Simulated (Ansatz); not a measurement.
Ansatz (an electronic-structure program) input (HSE06/def2-TZVPD):

Ansatz 0.2 input:
```yaml
crystal:
  periodic: [false, false, false]
  atoms:
    - {symbol: Y, position_ang: [0.14006956, -0.12057223, 0.27420535]}
    - {symbol: O, position_ang: [1.30600430, -0.13776531, -1.18696084]}
    - {symbol: F, position_ang: [-1.76786083, 0.64493771, -0.13314690]}
basis:
  gaussian:
    orbitals: def2-TZVPD
hamiltonian:
  xc: {name: HSE06}
total_charge: -1
magnetization: {spin_polarized: true, initial_magnetization: 1}
output: {forces: true}
```

Output:

```
Functional definition: HSE06
integrals: 0.04 GiB planned
763 factors; their error is unknown
integrals: 0.07 GiB planned
58 factors; integrals over basis functions are off by at most 9.3e-5 eV
mean field: 0.48 GiB planned
mean field evaluation 1: about -5803.3663 eV, gradient 3.1e1 eV
mean field evaluation 2: about -5673.8797 eV, gradient 1.3e2 eV
mean field evaluation 4: about -5806.9184 eV, gradient 1.1e1 eV
mean field evaluation 8: about -5807.2615 eV, gradient 1.7e-1 eV
mean field evaluation 16: about -5807.2955 eV, gradient 3.7e-4 eV
mean field -5807.29553030 eV, -213.4141744123 hartree, gradient 2.6e-5 eV, S^2 0.750958; 0 other end points of the search recorded, 0 dependent functions left out
the calculation of the forces begins
reference -5807.29557594 eV, -213.4141760896 hartree; 15, 14 occupied and 105, 106 virtual orbitals, 763 factors
Total energy: -5807.29557594 eV, -213.4141760896 hartree
Atom 0 at     0.140070    -0.120572     0.274205 Å, force     0.142867     0.050754    -0.379654 eV/Å
Atom 1 at     1.306004    -0.137765    -1.186961 Å, force    -0.294010     0.007782     0.355377 eV/Å
Atom 2 at    -1.767861     0.644938    -0.133147 Å, force     0.151143    -0.058536     0.024277 eV/Å
Dipole moment:    -0.317895     0.013527     0.364846 e Å
```

The spin state was set by rule; other spins were not relaxed.
